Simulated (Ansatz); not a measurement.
Computed with Ansatz on PBE0-D4/def2-TZVP structures; ΔE is electronic, products minus reactants. CCSD(T)/CBS is the MP2 limit (def2-TZVPP, def2-QZVPP) plus CCSD(T) − MP2 in def2-TZVPP, frozen cores. Functionals use def2-TZVPP. B3LYP here is the variant with VWN-RPA as its local correlation; programs differ in this. For Br outer-core shells are correlated without core-valence functions, which leaves a few kJ/mol of doubt a bond. Scalar relativity is left out up to krypton. One conformer a species, not always the lowest.

Reaction (ligand exchange at the Si–C bond): `O[SiH2]CBr` + `O[Si](F)(Cl)Cl` → `O[SiH2]O[Si](F)(Cl)Cl` + `CBr`

Problem. Is it downhill or uphill in electronic energy at CCSD(T)/CBS, and by how much? (Best estimate.)

Solution. Computed: Downhill: ΔE = -1.35 eV.

Problem. What do these levels give: PBE-D4, PBE0-D4, B3LYP-D4, ωB97X-V, ωB97M-V, B2PLYP, HF/def2-TZVPP, SCS-MP2/def2-TZVPP, HF/def2-QZVPP, MP2/def2-QZVPP, HF/CBS(def2), MP2/CBS(def2)? (Best estimate.)

Solution. Ansatz gave: PBE-D4 -1.22, PBE0-D4 -1.29, B3LYP-D4 -1.42, ωB97X-V -1.35, ωB97M-V -1.34, B2PLYP -1.39, HF/def2-TZVPP -1.59, SCS-MP2/def2-TZVPP -1.41, HF/def2-QZVPP -1.61, MP2/def2-QZVPP -1.36, HF/CBS(def2) -1.62, MP2/CBS(def2) -1.34 eV.

Largest T1 diagnostic among the species: 0.011.

From PBE to PBE0 (25 % exact exchange), in def2-TZVPP and without D4, ΔE moves by −0.06 eV. In def2-TZVPP, CCSD(T) changes the Hartree–Fock value by +0.23 eV (the triples alone add +0.03 eV) and MP2 by +0.23 eV.
